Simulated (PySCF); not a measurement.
## Electron correlation in Fe(2+) (iron, charge +2)

[Ar] 3d6, high-spin 5D determinant. Computed with PySCF 2.14 in aug-cc-pVDZ-DK, with the spin-free X2C one-electron Hamiltonian (Gaussian nucleus). Frozen: [Ar]; 6 electrons correlated.

```
  level  correlation energy (mhartree)
   CCSD                        -103.89
    (T)                          -1.26
CCSD(T)                        -105.15
```

Diagnostics: T1 = 0.0066, D1 = 0.0112, largest double amplitude 0.032.

Problem. Is a single reference adequate?

Solution. Yes: T1 lies below 0.03 and no double amplitude reaches 0.07.
